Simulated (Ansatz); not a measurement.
Mulliken charges of `[CH]1=N[CH2][GeH2]1` from PBE/def2-TZVPP in Ansatz (PBE0-D4/def2-TZVP geometry).

| atom | x (Å) | y (Å) | z (Å) | charge (e) |
| --- | --- | --- | --- | --- |
| C1 | -0.696 | 0.391 | -1.075 | -0.138 |
| N2 | 0.549 | 0.664 | -1.132 | -0.104 |
| C3 | 1.133 | 0.154 | 0.122 | -0.162 |
| Ge4 | -0.671 | -0.483 | 0.689 | 0.147 |
| H5 | -1.376 | 0.660 | -1.884 | 0.092 |
| H6 | 1.894 | -0.604 | -0.075 | 0.098 |
| H7 | 1.587 | 0.958 | 0.703 | 0.098 |
| H8 | -0.948 | -1.998 | 0.767 | -0.015 |
| H9 | -1.382 | 0.212 | 1.867 | -0.015 |

Task: By hand: the dipole of these point charges (1 e Å = 4.8032 D).

Result: Σ q r = (0.006, -0.097, 0.196) e Å, of length 0.219 e Å = 1.05 D.

Task: How does the dipole of the full density compare? (Best estimate.)

Result: Ansatz gave: (-0.133, -0.146, 0.241) e Å, 1.50 D; the point charges give 0.70 times that, at 27° from its direction.

Point charges leave out the atoms' own dipoles, such as those of lone pairs, and Mulliken's split depends on the basis, so the two needn't agree.
